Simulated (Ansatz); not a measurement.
A run for Ansatz (a first-principles code): R-r2SCAN/def2-TZVPP on ammonia borane (SMILES [BH3-][NH3+]), atoms moved off the minimum.

Ansatz 0.2 input:
```yaml
crystal:
  periodic: [false, false, false]
  atoms:
    - {symbol: B, position_ang: [-1.01182995, 0.10584200, 0.09077161]}
    - {symbol: N, position_ang: [0.77228325, -0.07331936, 0.01386007]}
    - {symbol: H, position_ang: [-1.26850729, -0.59289577, -0.93103336]}
    - {symbol: H, position_ang: [-1.06263289, 1.23470383, -0.28840824]}
    - {symbol: H, position_ang: [-1.35464467, -0.08184975, 1.06124710]}
    - {symbol: H, position_ang: [0.91742574, -1.07923361, 0.28667286]}
    - {symbol: H, position_ang: [1.21463951, 0.47140463, 0.80364166]}
    - {symbol: H, position_ang: [1.10111938, 0.05012913, -0.88221835]}
basis:
  gaussian:
    orbitals: def2-TZVPP
hamiltonian:
  xc: {name: r2SCAN}
scf: {lower_state_search: off}
output: {forces: true}
```

It printed:

```
WARN ansatz: RAYON_NUM_THREADS=1 ignored (pool sized by the plan → 1); use --threads N
Functional definition: r2SCAN
these checks for a lower state are left out or cut short: stability, starts, cluster_reference, orbital_swaps, neighbouring_geometries, increment
integrals: 0.04 GiB planned
678 factors; their error is unknown
mean field: 0.42 GiB planned
mean field evaluation 1: about -2255.7792 eV, gradient 5.6e1 eV
mean field evaluation 2: about -2250.4024 eV, gradient 7.4e1 eV
mean field evaluation 4: about -2262.8771 eV, gradient 3.2e0 eV
mean field evaluation 8: about -2262.9015 eV, gradient 3.3e-2 eV
mean field evaluation 16: about -2262.9015 eV, gradient 8.2e-5 eV
mean field -2262.90152003 eV, -83.1600970113 hartree, gradient 8.5e-6 eV, S^2 0.000000; 0 other end points of the search recorded, 0 dependent functions left out
the calculation of the forces begins
reference -2262.90153197 eV, -83.1600974501 hartree; 9, 9 occupied and 137, 137 virtual orbitals, 678 factors
Total energy: -2262.90153197 eV, -83.1600974501 hartree
Atom 0 at    -1.011830     0.105842     0.090772 Å, force     2.815165     0.920142    -6.680391 eV/Å
Atom 1 at     0.772283    -0.073319     0.013860 Å, force    -1.504045    -1.959853     5.148667 eV/Å
Atom 2 at    -1.268507    -0.592896    -0.931033 Å, force    -0.183467     0.127639     1.151700 eV/Å
Atom 3 at    -1.062633     1.234704    -0.288408 Å, force    -0.320250     0.542102     0.145210 eV/Å
Atom 4 at    -1.354645    -0.081850     1.061247 Å, force    -1.507604    -1.315269     4.731619 eV/Å
Atom 5 at     0.917426    -1.079234     0.286673 Å, force    -0.025011     1.324113    -0.579150 eV/Å
Atom 6 at     1.214640     0.471405     0.803642 Å, force    -0.351844    -0.453341    -1.830585 eV/Å
Atom 7 at     1.101119     0.050129    -0.882218 Å, force     1.077057     0.814466    -2.087070 eV/Å
Dipole moment:     0.997932    -0.162119     0.106878 e Å
Checks for a lower state left out: stability, starts, cluster_reference, orbital_swaps, neighbouring_geometries, increment
```

The run converged.

Cost: very roughly 2.3 core-seconds.
